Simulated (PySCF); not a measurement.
H2BF (SMILES BF), singlet, geometry from GFN2-xTB; B3LYP/6-31G*, polarisability by finite fields in PySCF.

Here is a job for PySCF.
```python
from pyscf import gto, scf, dft

mol = gto.M(
    atom='''
B    -0.112233   -0.350873   -0.555825
H    -1.210723   -0.378833   -0.962597
H     0.804931   -0.889787   -1.047054
F     0.107440    0.335887    0.532086
''',
    basis='6-31g*',
    charge=0,
    spin=0,
    verbose=4,
)

mf = dft.RKS(mol)
mf.xc = 'b3lyp'
mf.conv_tol = 1e-6
mf.kernel()
h0, z, done = mf.get_hcore(), mol.intor('int1e_r')[2], []
def energy(F):
    f = mf.copy()
    f.scf_summary = {}
    f.get_hcore = lambda *a: h0 + F * z
    e = f.kernel(mf.make_rdm1())
    done.append(f.converged)
    return e
F = 2e-4
alpha = -(energy(F) + energy(-F) - 2 * mf.e_tot) / F**2
print('alpha_zz =', alpha)
```

Question: What does PySCF print? Leave out banner, timings and long lists.

Answer: 
```
PySCF version 2.14.0

[INPUT] verbose = 4
[INPUT] num. atoms = 4
[INPUT] num. electrons = 16
[INPUT] charge = 0
[INPUT] spin (= nelec alpha-beta = 2S) = 0
[INPUT] symmetry False subgroup None
[INPUT] Mole.unit = angstrom
[INPUT] Symbol           X                Y                Z      unit          X                Y                Z       unit  Magmom
[INPUT]  1 B     -0.112233000000  -0.350873000000  -0.555825000000 AA   -0.212089632138  -0.663053874505  -1.050357023186 Bohr   0.0
[INPUT]  2 H     -1.210723000000  -0.378833000000  -0.962597000000 AA   -2.287934882712  -0.715890616947  -1.819044698328 Bohr   0.0
[INPUT]  3 H      0.804931000000  -0.889787000000  -1.047054000000 AA    1.521099139172  -1.681453739198  -1.978645297630 Bohr   0.0
[INPUT]  4 F      0.107440000000   0.335887000000   0.532086000000 AA    0.203032174823   0.634734438802   1.005496814715 Bohr   0.0

nuclear repulsion = 27.5147553151268
number of shells = 16
number of NR pGTOs = 62
number of NR cGTOs = 32
basis = 6-31g*
ecp = {}

******** <class 'pyscf.dft.rks.RKS'> ********
method = RKS
initial guess = minao
damping factor = 0
level_shift factor = 0
DIIS = <class 'pyscf.scf.diis.CDIIS'>
diis_start_cycle = 1
diis_space = 8
diis_damp = 0
SCF conv_tol = 1e-06
SCF conv_tol_grad = None
SCF max_cycles = 50
direct_scf = True
direct_scf_tol = 1e-13
XC library pyscf.dft.libxc version 7.1.2
    S. Lehtola, C. Steigemann, M. J. T. Oliveira, and M. A. L. Marques,  SoftwareX 7, 1–5 (2018)
XC functionals = b3lyp
    P. J. Stephens, F. J. Devlin, C. F. Chabalowski, and M. J. Frisch,  J. Phys. Chem. 98, 11623 (1994)
radial grids:
    Treutler-Ahlrichs [JCP 102, 346 (1995); DOI:10.1063/1.469408] (M4) radial grids

becke partition: Becke, JCP 88, 2547 (1988); DOI:10.1063/1.454033
pruning grids: <function nwchem_prune>
grids dens level: 3
symmetrized grids: False
atomic radii adjust function: <function treutler_atomic_radii_adjust>
small_rho_cutoff = 0
Set gradient conv threshold to 0.001
Initial guess from minao.
tot grids = 47928
init E= -125.898636092793
  HOMO = -0.365970900462044  LUMO = -0.0857262087441244  gap/eV = 7.62585
cycle= 1 E= -125.889758123318  delta_E= 0.00888  |g|= 0.459  |ddm|= 1.64
  HOMO = -0.267193782689365  LUMO = -0.014265051411225  gap/eV = 6.88254
cycle= 2 E= -125.825809492533  delta_E= 0.0639  |g|= 0.786  |ddm|= 0.829
  HOMO = -0.320453594469049  LUMO = -0.0254036819861487  gap/eV = 8.02872
cycle= 3 E= -125.924085546458  delta_E= -0.0983  |g|= 0.0225  |ddm|= 0.548
  HOMO = -0.327159883710221  LUMO = -0.030539522491579  gap/eV = 8.07145
cycle= 4 E= -125.924215546207  delta_E= -0.00013  |g|= 0.00509  |ddm|= 0.0255
  HOMO = -0.326025473725052  LUMO = -0.0289741577359917  gap/eV = 8.08318
cycle= 5 E= -125.92422307438  delta_E= -7.53e-06  |g|= 0.000967  |ddm|= 0.00569
  HOMO = -0.326111002959304  LUMO = -0.0291456404764432  gap/eV = 8.08084
cycle= 6 E= -125.924223317049  delta_E= -2.43e-07  |g|= 4.24e-05  |ddm|= 0.00126
  HOMO = -0.326109860954754  LUMO = -0.029146353168485  gap/eV = 8.08079
Extra cycle  E= -125.924223317476  delta_E= -4.27e-10  |g|= 1.44e-05  |ddm|= 5.29e-05
converged SCF energy = -125.924223317476

******** <class 'pyscf.dft.rks.RKS'> ********
method = RKS
initial guess = minao
damping factor = 0
level_shift factor = 0
DIIS = <class 'pyscf.scf.diis.CDIIS'>
diis_start_cycle = 1
diis_space = 8
diis_damp = 0
SCF conv_tol = 1e-06
SCF conv_tol_grad = None
SCF max_cycles = 50
direct_scf = True
direct_scf_tol = 1e-13
XC library pyscf.dft.libxc version 7.1.2
    S. Lehtola, C. Steigemann, M. J. T. Oliveira, and M. A. L. Marques,  SoftwareX 7, 1–5 (2018)
XC functionals = b3lyp
    P. J. Stephens, F. J. Devlin, C. F. Chabalowski, and M. J. Frisch,  J. Phys. Chem. 98, 11623 (1994)
radial grids:
    Treutler-Ahlrichs [JCP 102, 346 (1995); DOI:10.1063/1.469408] (M4) radial grids

becke partition: Becke, JCP 88, 2547 (1988); DOI:10.1063/1.454033
pruning grids: <function nwchem_prune>
grids dens level: 3
symmetrized grids: False
atomic radii adjust function: <function treutler_atomic_radii_adjust>
small_rho_cutoff = 0
Overwritten attributes  get_hcore  of <class 'pyscf.dft.rks.RKS'>
Set gradient conv threshold to 0.001
init E= -125.924192968665
  HOMO = -0.326311721282956  LUMO = -0.029344457661209  gap/eV = 8.08089
cycle= 1 E= -125.924193145341  delta_E= -1.77e-07  |g|= 0.000592  |ddm|= 0.00239
  HOMO = -0.326356098544261  LUMO = -0.0293671860837676  gap/eV = 8.08148
Extra cycle  E= -125.924193066965  delta_E= 7.84e-08  |g|= 0.000952  |ddm|= 0.00116
converged SCF energy = -125.924193066965

******** <class 'pyscf.dft.rks.RKS'> ********
method = RKS
initial guess = minao
damping factor = 0
level_shift factor = 0
DIIS = <class 'pyscf.scf.diis.CDIIS'>
diis_start_cycle = 1
diis_space = 8
diis_damp = 0
SCF conv_tol = 1e-06
SCF conv_tol_grad = None
SCF max_cycles = 50
direct_scf = True
direct_scf_tol = 1e-13
XC library pyscf.dft.libxc version 7.1.2
    S. Lehtola, C. Steigemann, M. J. T. Oliveira, and M. A. L. Marques,  SoftwareX 7, 1–5 (2018)
XC functionals = b3lyp
    P. J. Stephens, F. J. Devlin, C. F. Chabalowski, and M. J. Frisch,  J. Phys. Chem. 98, 11623 (1994)
radial grids:
    Treutler-Ahlrichs [JCP 102, 346 (1995); DOI:10.1063/1.469408] (M4) radial grids

becke partition: Becke, JCP 88, 2547 (1988); DOI:10.1063/1.454033
pruning grids: <function nwchem_prune>
grids dens level: 3
symmetrized grids: False
atomic radii adjust function: <function treutler_atomic_radii_adjust>
small_rho_cutoff = 0
Set gradient conv threshold to 0.001
init E= -125.924253666286
  HOMO = -0.325910932875483  LUMO = -0.0289495464149097  gap/eV = 8.08073
cycle= 1 E= -125.924253839144  delta_E= -1.73e-07  |g|= 0.000619  |ddm|= 0.00242
  HOMO = -0.32586394819521  LUMO = -0.0289253142225379  gap/eV = 8.08011
Extra cycle  E= -125.924253752414  delta_E= 8.67e-08  |g|= 0.000997  |ddm|= 0.00121
converged SCF energy = -125.924253752414
alpha_zz = 4.610702575291725
```
